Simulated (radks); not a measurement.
Task: The rhenium ion Re+, [Xe] 4f14 5d5 6s1. Method: non-relativistic Kohn-Sham, LDA (Slater exchange, Perdew-Wang correlation), spin-polarised, spherical densities, point nucleus; computed with a radial shooting solver on a logarithmic mesh with Libxc functionals. Every spin shell is full or empty, so the densities are truly spherical. Functionals are evaluated on that one density, not self-consistently. Rank these orbital-free kinetic functionals by their error against the exact value of the orbitals, and give that value: Thomas-Fermi, von Weizsacker, TF + vW, TF + vW/9, LC94, revAPBEK, Perdew 92, Thakkar, Ernzerhof.

Result: Exact: 15774.5 hartree. From best to worst, with 100 (|E| - |E exact|)/|E exact| (equal figures are ties): LC94 -0.02, revAPBEK +0.15, Ernzerhof -0.51, Perdew 92 -0.72, TF + vW/9 -0.73, Thakkar -0.80, Thomas-Fermi -4.75, TF + vW +31.43, von Weizsacker -63.82.
